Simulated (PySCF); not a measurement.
**Correlation energy of Ni⁺ (nickel, charge +1)**

[Ar] 3d8 4p1, one real determinant (an excited configuration). All numbers are calculated (PySCF 2.14, scalar relativity by spin-free X2C-1e, in ANO-RCC-VTZP). Frozen: [Ar]; 9 electrons correlated.

```tsv
level	correlation energy (mhartree)
CCSD	-266.71
(T)	-7.04
CCSD(T)	-273.75
```

Diagnostics: T1 = 0.012, D1 = 0.0300, largest double amplitude 0.031.

The real determinant used has ⟨L²⟩ near 14 against 20 for a pure G term, so it mixes terms.

Cost of the coupled-cluster step: about 6 core-seconds, for 9 correlated electrons.

Iterations:

```
CC2 = 0
CCSD nocc = (np.int64(6), np.int64(3)), nmo = (50, 50)
frozen orbitals [[0, 1, 2, 3, 4, 5, 6, 7, 8], [0, 1, 2, 3, 4, 5, 6, 7, 8]]
max_cycle = 100
direct = 0
conv_tol = 1e-08
conv_tol_normt = 1e-06
diis_space = 8
diis_start_cycle = 0
Init t2, MP2 energy = -0.277345439344527
Init E_corr(UCCSD) = -0.277345439345179
cycle = 1  E_corr(UCCSD) = -0.260753290192203  dE = 0.0165921492  norm(t1,t2) = 0.0533604
cycle = 2  E_corr(UCCSD) = -0.266330415364958  dE = -0.00557712517  norm(t1,t2) = 0.0183661
cycle = 3  E_corr(UCCSD) = -0.265801639734145  dE = 0.000528775631  norm(t1,t2) = 0.00961428
cycle = 4  E_corr(UCCSD) = -0.266527682019782  dE = -0.000726042286  norm(t1,t2) = 0.00559161
cycle = 5  E_corr(UCCSD) = -0.2666774659552  dE = -0.000149783935  norm(t1,t2) = 0.00284274
cycle = 6  E_corr(UCCSD) = -0.266631079806681  dE = 4.63861485e-05  norm(t1,t2) = 0.00185464
cycle = 7  E_corr(UCCSD) = -0.266701966986801  dE = -7.08871801e-05  norm(t1,t2) = 0.00115157
cycle = 8  E_corr(UCCSD) = -0.266706241703624  dE = -4.27471682e-06  norm(t1,t2) = 0.00044623
cycle = 9  E_corr(UCCSD) = -0.266706092559104  dE = 1.4914452e-07  norm(t1,t2) = 0.000580449
cycle = 10  E_corr(UCCSD) = -0.266696925801829  dE = 9.16675727e-06  norm(t1,t2) = 0.00063819
cycle = 11  E_corr(UCCSD) = -0.26670585040534  dE = -8.92460351e-06  norm(t1,t2) = 0.000298766
cycle = 12  E_corr(UCCSD) = -0.26670817373838  dE = -2.32333304e-06  norm(t1,t2) = 0.000218267
cycle = 13  E_corr(UCCSD) = -0.266706099800677  dE = 2.0739377e-06  norm(t1,t2) = 0.000107461
cycle = 14  E_corr(UCCSD) = -0.266706843062709  dE = -7.43262032e-07  norm(t1,t2) = 4.89537e-05
cycle = 15  E_corr(UCCSD) = -0.266706013254638  dE = 8.2980807e-07  norm(t1,t2) = 2.21367e-05
cycle = 16  E_corr(UCCSD) = -0.266707057381348  dE = -1.04412671e-06  norm(t1,t2) = 1.26386e-05
cycle = 17  E_corr(UCCSD) = -0.266706837100662  dE = 2.20280686e-07  norm(t1,t2) = 8.67021e-06
cycle = 18  E_corr(UCCSD) = -0.266706993098299  dE = -1.55997637e-07  norm(t1,t2) = 7.01839e-06
cycle = 19  E_corr(UCCSD) = -0.266707155412401  dE = -1.62314102e-07  norm(t1,t2) = 1.89358e-05
cycle = 20  E_corr(UCCSD) = -0.26670719328729  dE = -3.78748886e-08  norm(t1,t2) = 4.47783e-06
cycle = 21  E_corr(UCCSD) = -0.266707269296688  dE = -7.60093988e-08  norm(t1,t2) = 2.21845e-06
cycle = 22  E_corr(UCCSD) = -0.266707331899677  dE = -6.26029886e-08  norm(t1,t2) = 1.34206e-06
cycle = 23  E_corr(UCCSD) = -0.266707336943013  dE = -5.04333603e-09  norm(t1,t2) = 1.04455e-06
cycle = 24  E_corr(UCCSD) = -0.266707344160601  dE = -7.21758747e-09  norm(t1,t2) = 8.43827e-07
UCCSD converged
E(UCCSD) = -1518.910585294439  E_corr = -0.2667073441606005
UCCSD(T) correction = -0.00703594605043257
```

The basis was made for the ground configuration and has no added diffuse functions, which can raise the energy of the promoted electron.

The reference is one real determinant that mixes LS terms of this configuration.
